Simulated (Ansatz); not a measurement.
Geometry optimisation, UKS PBE-D4/def2-SVP (Ansatz 0.2.0).

input.yaml

```yaml
crystal:
  periodic: [false, false, false]
  atoms:
    - { symbol: Ge, position_ang: [0.001244, -0.000934, -0.36542] }
    - { symbol: H, position_ang: [-0.009537, 0.015869, 2.384241] }
    - { symbol: Cl, position_ang: [2.058711, -0.009059, -1.124939] }
    - { symbol: H, position_ang: [-0.713965, 1.237956, -1.058516] }
    - { symbol: Cl, position_ang: [-1.020563, -1.786762, -1.124896] }
    - { symbol: C, position_ang: [-0.001738, 0.002825, 3.495285] }
    - { symbol: H, position_ang: [-0.564161, -0.88313, 3.842512] }
    - { symbol: H, position_ang: [1.046817, -0.051629, 3.840742] }
    - { symbol: H, position_ang: [-0.478809, 0.928064, 3.86769] }
magnetization:
  spin_polarized: true
  initial_magnetization: 1
basis:
  gaussian: { orbitals: def2-SVP }
hamiltonian:
  xc: pbe
  dispersion: d4
relax:
  f_tol: 0.03
  max_steps: 50
```

Launched with:

```bash
$ ansatz run input.yaml --threads 4 --pin off --max-ram 5120MiB --backend cpu --events-out ev --progress --plain --runs-dir out
```

Where does it end, and by what steps?

The forces met the threshold. After 3 steps the energy has fallen by 0.005 eV; Ge1 moved furthest, 0.12 Å.

| step | energy less start (eV) | largest force component (eV/Å) | accepted |
| --- | --- | --- | --- |
| 0 | 0.0000 | 0.139 | yes |
| 1 | -0.0044 | 0.119 | yes |
| 2 | -0.0049 | 0.041 | yes |
| 3 | -0.0049 | 0.003 | yes |

```xyz
9
Properties=species:S:1:pos:R:3
Ge 0.001 -0.001 -0.482
H 0.000 0.000 2.468
Cl 2.056 -0.014 -1.235
H -0.714 1.237 -1.158
Cl -1.015 -1.787 -1.235
C -0.002 0.004 3.576
H -0.567 -0.874 3.942
H 1.040 -0.045 3.942
H -0.482 0.932 3.939
```

Run time: 8.2 s on 4 threads of Arm Neoverse V1, with other jobs on the host, peak memory 0.19 GiB.
